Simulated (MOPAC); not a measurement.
A run for MOPAC: PM7 on AsH, 2S+1 = 3, a point of a bond scan (R = 6.142 Å).

```
PM7 1SCF PRECISE CHARGE=0 UHF MS=1 THREADS=1
AsH

As    -0.00000000 1    -0.00000000 1    -0.04516336 1
H      0.00000000 1     0.00000000 1     6.09705344 1
```

The log:

```
*******************************************************************************
 **                                                                           **
 **                              MOPAC v23.2.5                                **
 **                                                                           **
 *******************************************************************************
 ** MOPAC's Digital Object Identifier: https://doi.org/10.5281/zenodo.6511958 **
 **                                                                           **
 ** Please cite the open-source release paper for use of this MOPAC version:  **
 ** J. E. Moussa and J. J. P. Stewart (2026)                                  **
 ** MOPAC: An open-source semiempirical molecular orbital program             **
 ** J. Open Source Softw., 11(119), 8025, https://doi.org/10.21105/joss.08025 **
 *******************************************************************************

                              PM7 CALCULATION RESULTS

 *******************************************************************************
 *  PM7        - The PM7 Hamiltonian to be used
 *  UHF        - UNRESTRICTED HARTREE-FOCK CALCULATION
 *
 *
 *
 *                 CHARGE ON SYSTEM = 0
 *
 *
 *
 *  MS=        - IN MECI, MAGNETIC COMPONENT OF SPIN =  1.0
 *  PRECISE    - TIGHTER CRITERIA TO BE USED
 *  1SCF       - DO 1 SCF AND THEN STOP
 *  THREADS=1  - MULTI-THREADING NOT USED
 *  T=         - A TIME OF 172800.0 SECONDS REQUESTED
 *  DUMP=N     - RESTART FILE WRITTEN EVERY 7200.0 SECONDS REQUESTED
 *******************************************************************************
PM7 1SCF PRECISE CHARGE=0 UHF MS=1 THREADS=1
 AsH

   ATOM   CHEMICAL          X               Y               Z
  NUMBER   SYMBOL      (ANGSTROMS)     (ANGSTROMS)     (ANGSTROMS)

     1      As         -0.00000000  *  -0.00000000  *  -0.04516336  *
     2       H          0.00000000  *   0.00000000  *   6.09705344  *



          CARTESIAN COORDINATES

    NO.       ATOM           X           Y           Z

     1        As         -0.0000     -0.0000     -0.0452
     2         H          0.0000      0.0000      6.0971

 General Reference for PM7:
 "Optimization of Parameters for Semiempirical Methods VI: More Modifications to the
 NDDO Approximations and Re-optimization of Parameters", J. J. P. Stewart, J. Mol. Mod., 1:32, 19 (2013)
 https://link.springer.com/article/10.1007/s00894-012-1667-x

           Empirical Formula: H As  =     2 atoms



      MOLECULAR POINT GROUP   :   C*v


          UHF CALCULATION, NO. OF ALPHA ELECTRONS =    4
                           NO. OF BETA  ELECTRONS =    2

 -------------------------------------------------------------------------------
 PM7 1SCF PRECISE CHARGE=0 UHF MS=1 THREADS=1
 AsH



     1SCF WAS SPECIFIED, SO BFGS WAS NOT USED
     SCF FIELD WAS ACHIEVED


                              PM7 CALCULATION
                                                       MOPAC v23.2.5 Linux




          FINAL HEAT OF FORMATION =        123.52356 KCAL/MOL =     516.82257 KJ/MOL


          COSMO AREA              =         83.17 SQUARE ANGSTROMS
          COSMO VOLUME            =         55.03 CUBIC ANGSTROMS

          IONIZATION POTENTIAL    =         10.565233 EV
          ALPHA SOMO LUMO (EV)    =        -10.565 -2.767
          BETA  SOMO LUMO (EV)    =        -11.069 -1.049
          NO. OF ALPHA ELECTRONS  =          4
          NO. OF BETA  ELECTRONS  =          2
          MOLECULAR WEIGHT        =         75.9295         POINT GROUP:  C*v

          MOLECULAR DIMENSIONS (Angstroms)

            Atom       Atom       Distance
            H     2   As     1     6.14222
            H     2   As     1     0.00000
           As     1    H     2     0.00000


          SCF CALCULATIONS        =          1





   ATOM   CHEMICAL          X               Y               Z
  NUMBER   SYMBOL      (ANGSTROMS)     (ANGSTROMS)     (ANGSTROMS)

     1      As         -0.00000000  *  -0.00000000  *  -0.04516336  *
     2       H          0.00000000  *   0.00000000  *   6.09705344  *

                             CARTESIAN COORDINATES

   1   As       -0.000000000    -0.000000000    -0.045163360
   2    H        0.000000000     0.000000000     6.097053440


           Empirical Formula: H As  =     2 atoms



      MOLECULAR POINT GROUP   :   C*v


          ALPHA EIGENVALUES
 -14.05779 -10.69825 -10.56523 -10.56523  -2.76677  -2.52874  -2.52874  -2.52334
  -2.52334   3.08028


           BETA EIGENVALUES
 -11.27345 -11.06938  -1.04911  -1.04911  -1.01081  -1.01081  -0.98428   0.04324
   0.08341   0.08341


              NET ATOMIC CHARGES AND DIPOLE CONTRIBUTIONS

  ATOM NO.   TYPE          CHARGE      No. of ELECS.   s-Pop       p-Pop       d-Pop
    1         As          -0.000000        5.0000     1.99990     2.83939     0.16070
    2          H           0.000000        1.0000     1.00000
 DIPOLE           X         Y         Z       TOTAL
 POINT-CHG.     0.000     0.000     0.000     0.000
 HYBRID         0.000     0.000    -0.038     0.038
 SUM            0.000     0.000    -0.038     0.038


          ATOMIC ORBITAL ELECTRON POPULATIONS

     Atom    s        px        py        pz      x^2-y^2     xz        z^2       yz        xy
    1 As   1.99990   0.97188   0.97188   0.89563   0.00000   0.02812   0.10446   0.02812   0.00000
    2  H   1.00000


                    (SZ)    =    1.000000
                    (S**2)  =    3.000038


          ATOMIC ORBITAL SPIN POPULATIONS

    Atom   Total    s     px     py     pz   x^2-y^2  xz     z^2    yz     xy
         Atomic
    1 As  3.0000  0.000  0.972  0.972  0.896  0.000  0.028  0.104  0.028  0.000
    2  H -1.0000 -1.000

 **********************
 *                    *
 * JOB ENDED NORMALLY *
 *                    *
 **********************




 == MOPAC DONE ==
```

The run finished. Its determinant has ⟨S²⟩ = 3.00, a mixture of spin states.

Cost: about 0.03 core-seconds (a rough figure).
